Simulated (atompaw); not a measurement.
**How hard is this Mg (Z = 12) PAW (atompaw) potential?**

magnesium, PAW, made with atompaw 4.2.0.5 (PBE, scalar-relativistic). Core [Ne], reference 3s2 3p0. Waves: 3s (bound): rc 2.75 bohr; 3s channel at 5.05 Ry: rc 2.75 bohr; 3p (bound, empty): rc 3.00 bohr; 3p channel at 4.95 Ry: rc 3.00 bohr. Local part: bessel scheme, radius 2.30 bohr. Core correction: smooth core density matched at 2.95 bohr. Augmentation charge: gaussian compensation charge, radius 2.95 bohr; PAW radius 3.00 bohr; waves and projectors: custom polynom gramschmidtortho.

The pseudo-atom Hamiltonian at the reference potential is diagonalised in spherical Bessel functions j_l(qr) that vanish at 20 bohr, with q² up to the cutoff. All-electron valence levels (Ry): 3s -0.3458, 3p -0.0977.

Task: How do the lowest levels (Ry) of each channel move with the cutoff, and are there ghosts?

Result:

```
cutoff (Ry)     s #1     p #1    p #2    d #1    d #2    f #1  Σ f·Δε (mRy)
          8  -0.3458  -0.0977  0.0448  0.0534  0.1363  0.1079           0.1
         10  -0.3458  -0.0977  0.0448  0.0534  0.1363  0.1079           0.0
        400  -0.3458  -0.0977  0.0448  0.0534  0.1363  0.1079           0.0
```

Result: no extra level below or beside the all-electron valence levels (s, p, d, f tested); 10 mRy is reached at 6 Ry and 1 mRy at 6 Ry.
